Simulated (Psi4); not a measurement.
C$_{3}$H$_{5}$, charge -1, singlet, at a GFN2-xTB geometry (a gas-phase anion, which may not be bound at this level); REVPBE/6-31G** run with Psi4 1.11.

The Psi4 input:
```
memory 2 GB

molecule mol {
-1 1
C    -0.010751    0.960170    0.093412
C     0.755777   -0.344508    0.026624
C    -0.748251   -0.360884    0.021847
H    -0.012597    1.431798   -0.941996
H     1.255392   -0.743614   -0.876342
H     1.261661   -0.709388    0.929634
H    -1.251796   -0.736753    0.921650
H    -1.233312   -0.770710   -0.884248
}

set {
  basis 6-31g**
  reference rks
  scf_type pk
  puream true
  d_convergence 1e-8
  dft_radial_points 99
  dft_spherical_points 590
}

energy('revpbe')
print_variables()
```

Task: Write the output that Psi4 gives for this input, abridged.

Result: 
```
   => Loading Basis Set <=

    Name: 6-31G**
    Role: ORBITAL
    Keyword: BASIS

         ---------------------------------------------------------
                                   SCF
               by Justin Turney, Rob Parrish, Andy Simmonett
                          and Daniel G. A. Smith
                              RKS Reference
         ---------------------------------------------------------

  ==> Geometry <==

    Molecular point group: c1
    Full point group: C1

    Geometry (in Angstrom), charge = -1, multiplicity = 1:

       Center              X                  Y                   Z               Mass
    ------------   -----------------  -----------------  -----------------  -----------------
         C           -0.010283139118     0.923212410736     0.072830846501    12.000000000000
         C            0.756244860882    -0.381465589264     0.006042846501    12.000000000000
         C           -0.747783139118    -0.397841589264     0.001265846501    12.000000000000
         H           -0.012129139118     1.394840410736    -0.962577153499     1.007825032230
         H            1.255859860882    -0.780571589264    -0.896923153499     1.007825032230
         H            1.262128860882    -0.746345589264     0.909052846501     1.007825032230
         H           -1.251328139118    -0.773710589264     0.901068846501     1.007825032230
         H           -1.232844139118    -0.807667589264    -0.904829153499     1.007825032230

  Running in c1 symmetry.

  Rotational constants: A =      0.74740  B =      0.69819  C =      0.44165 [cm^-1]
  Rotational constants: A =  22406.59780  B =  20931.20588  C =  13240.39324 [MHz]
  Nuclear repulsion =   68.406234977408303

  Charge       = -1
  Multiplicity = 1
  Electrons    = 24
  Nalpha       = 12
  Nbeta        = 12

  ==> Algorithm <==

  SCF Algorithm Type is PK.
  DIIS enabled.
  MOM disabled.
  Fractional occupation disabled.
  Guess Type is SAD.
  Energy threshold   = 1.00e-06
  Density threshold  = 1.00e-08
  Integral threshold = 1.00e-12

  ==> Primary Basis <==

  Basis Set: 6-31G**
    Blend: 6-31G**
    Number of shells: 33
    Number of basis functions: 67
    Number of Cartesian functions: 70
    Spherical Harmonics?: true
    Max angular momentum: 2

  ==> DFT Potential <==

   => LibXC <=

    Version 7.1.2
    S. Lehtola, C. Steigemann, M. J. T. Oliveira, and M. A. L. Marques,  SoftwareX 7, 1–5 (2018) (10.1016/j.softx.2017.11.002)

   => Composite Functional: REVPBE <=

    revPBE GGA Exchange-Correlation Functional

    Y. Zhang and W. Yang, Phys. Rev. Lett. 80, 890, 1998

    Deriv               =              1
    GGA                 =           TRUE
    Meta                =          FALSE

    Exchange Hybrid     =          FALSE
    MP2 Hybrid          =          FALSE

   => Exchange Functionals <=

    1.0000   XC_GGA_X_PBE_R

   => Correlation Functionals <=

    1.0000     XC_GGA_C_PBE

   => LibXC Density Thresholds  <==

    XC_GGA_C_PBE:  1.00E-12
    XC_GGA_X_PBE_R:  1.00E-15

   => Molecular Quadrature <=

    Radial Scheme          =       TREUTLER
    Pruning Scheme         =           NONE
    Nuclear Scheme         =       TREUTLER

    Blocking Scheme        =         OCTREE
    BS radius alpha        =              1
    Pruning alpha          =              1
    Radial Points          =             99
    Spherical Points       =            590
    Total Points           =         440262
    Total Blocks           =           3144
    Max Points             =            256
    Max Functions          =             67
    Weights Tolerance      =       1.00E-15

  ==> Integral Setup <==

  Using in-core PK algorithm.
   Calculation information:
      Number of atoms:                   8
      Number of AO shells:              33
      Number of primitives:             70
      Number of atomic orbitals:        70
      Number of basis functions:        67

      Integral cutoff                 1.00e-12
      Number of threads:                 1

  Performing in-core PK
  Using 5191562 doubles for integral storage.
  We computed 157341 shell quartets total.
  Whereas there are 157641 unique shell quartets.

  ==> DiskJK: Disk-Based J/K Matrices <==

    J tasked:                  Yes
    K tasked:                   No
    wK tasked:                  No
    Schwarz Cutoff:          1E-12

  Minimum eigenvalue in the overlap matrix is 7.7680103490E-03.
  Reciprocal condition number of the overlap matrix is 1.4748694325E-03.
    Using symmetric orthogonalization.

  ==> Pre-Iterations <==

  SCF Guess: Superposition of Atomic Densities via on-the-fly atomic UHF (no occupation information).

   -------------------------
    Irrep   Nso     Nmo
   -------------------------
     A         67      67
   -------------------------
    Total      67      67
   -------------------------

  ==> Iterations <==

                        Total Energy        Delta E     RMS |[F,P]|

   @RKS iter SAD:  -116.80293663765909   -1.16803e+02   0.00000e+00
   @RKS iter   1:  -116.63159424372431    1.71342e-01   1.39868e-02 ADIIS/DIIS
   @RKS iter   2:  -115.21807736487061    1.41352e+00   2.42590e-02 ADIIS/DIIS
   @RKS iter   3:  -117.10459162831161   -1.88651e+00   4.65109e-03 ADIIS/DIIS
   @RKS iter   4:  -117.13966038729481   -3.50688e-02   3.10497e-03 ADIIS/DIIS
   @RKS iter   5:  -117.16275096484020   -2.30906e-02   2.71312e-04 ADIIS/DIIS
   @RKS iter   6:  -117.16294574462057   -1.94780e-04   4.91281e-05 DIIS
   @RKS iter   7:  -117.16295223708570   -6.49247e-06   1.06764e-05 DIIS
   @RKS iter   8:  -117.16295250982732   -2.72742e-07   1.88643e-06 DIIS
   @RKS iter   9:  -117.16295252078297   -1.09556e-08   3.50357e-07 DIIS
   @RKS iter  10:  -117.16295252116441   -3.81448e-10   4.62508e-08 DIIS
   @RKS iter  11:  -117.16295252117078   -6.36646e-12   4.69401e-09 DIIS
  Energy and wave function converged.

  ==> Post-Iterations <==

   Electrons on quadrature grid:
      Ntotal   =   23.9999977469 ; deviation = -2.253e-06

    Orbital Energies [Eh]
    ---------------------

    Doubly Occupied:

       1A     -9.661043     2A     -9.660975     3A     -9.593586
       4A     -0.501767     5A     -0.290202     6A     -0.249484
       7A     -0.176178     8A     -0.117881     9A     -0.073086
      10A      0.006045    11A      0.018761    12A      0.138740

    Virtual:

      13A      0.288563    14A      0.313159    15A      0.333509
      16A      0.376641    17A      0.376767    18A      0.404464
      19A      0.471967    20A      0.482800    21A      0.684530
      22A      0.769786    23A      0.782143    24A      0.793334
      25A      0.827769    26A      0.832780    27A      0.881471
      28A      0.919951    29A      0.933418    30A      0.974654
      31A      1.016697    32A      1.055120    33A      1.080823
      34A      1.090807    35A      1.108934    36A      1.429622
      37A      1.475520    38A      1.617754    39A      1.769746
      40A      1.812487    41A      1.880266    42A      1.898605
      43A      1.953760    44A      2.004565    45A      2.164337
      46A      2.187485    47A      2.245535    48A      2.346873
      49A      2.366149    50A      2.406689    51A      2.419072
      52A      2.492603    53A      2.515069    54A      2.574592
      55A      2.629549    56A      2.686820    57A      2.786300
      58A      2.859183    59A      2.924188    60A      2.967095
      61A      2.994280    62A      3.106243    63A      3.310682
      64A      3.458292    65A      3.519120    66A      3.572926
      67A      3.695935

    Final Occupation by Irrep:
              A
    DOCC [    12 ]
    NA   [    12 ]
    NB   [    12 ]

  @RKS Final Energy:  -117.16295252117078

   => Energetics <=

    Nuclear Repulsion Energy =             68.4062349774083032
    One-Electron Energy =                -297.5749855408033682
    Two-Electron Energy =                 130.3410311935217010
    DFT Exchange-Correlation Energy =     -18.3352331512974125
    Empirical Dispersion Energy =           0.0000000000000000
    VV10 Nonlocal Energy =                  0.0000000000000000
    Total Energy =                       -117.1629525211707801

Computation Completed

Properties will be evaluated at   0.000000,   0.000000,   0.000000 [a0]

Properties computed using the SCF density matrix

 Multipole Moments:

 ------------------------------------------------------------------------------------
     Multipole            Electronic (a.u.)      Nuclear  (a.u.)        Total (a.u.)
 ------------------------------------------------------------------------------------

 L = 1.  Multiply by 2.5417464519 to convert [e a0] to [Debye]
 Dipole X            :         -0.0080140            0.0203312            0.0123172
 Dipole Y            :          0.5784931           -1.6063117           -1.0278186
 Dipole Z            :          0.5397099           -0.8945407           -0.3548308
 Magnitude           :                                                    1.0874133

 ------------------------------------------------------------------------------------

  Variable Map:
  ----------------------------------------------------------------------------
  "CURRENT ENERGY"              =>    -117.162952521171
  "CURRENT REFERENCE ENERGY"    =>    -117.162952521171
  "DD SOLVATION ENERGY"         =>       0.000000000000
  "DFT FUNCTIONAL TOTAL ENERGY" =>    -117.162952521171
  "DFT TOTAL ENERGY"            =>    -117.162952521171
  "DFT VV10 ENERGY"             =>       0.000000000000
  "DFT XC ENERGY"               =>     -18.335233151297
  "GRID ELECTRONS ALPHA"        =>      11.999998873427
  "GRID ELECTRONS BETA"         =>      11.999998873427
  "GRID ELECTRONS TOTAL"        =>      23.999997746854
  "NUCLEAR REPULSION ENERGY"    =>      68.406234977408
  "ONE-ELECTRON ENERGY"         =>    -297.574985540803
  "PCM POLARIZATION ENERGY"     =>       0.000000000000
  "PE ENERGY"                   =>       0.000000000000
  "SCF ITERATION ENERGY"        =>    -117.162952521171
  "SCF ITERATIONS"              =>      11.000000000000
  "SCF TOTAL ENERGY"            =>    -117.162952521171
  "TWO-ELECTRON ENERGY"         =>     130.341031193522
  "XC GRID RADIAL POINTS"       =>      99.000000000000
  "XC GRID SPHERICAL POINTS"    =>     590.000000000000
  "XC GRID TOTAL POINTS"        =>  440262.000000000000

  Array Variable Map:
  ----------------------------------------------------------------------------
  "CURRENT DIPOLE"              =>       0.012317162933 ... -0.354830804945 1 by 3
  "SCF DIPOLE"                  =>       0.012317162933 ... -0.354830804945 1 by 3
  "SCF TOTAL ENERGIES"          =>    -116.802936637659 ... -117.162952521171 1 by 12
```
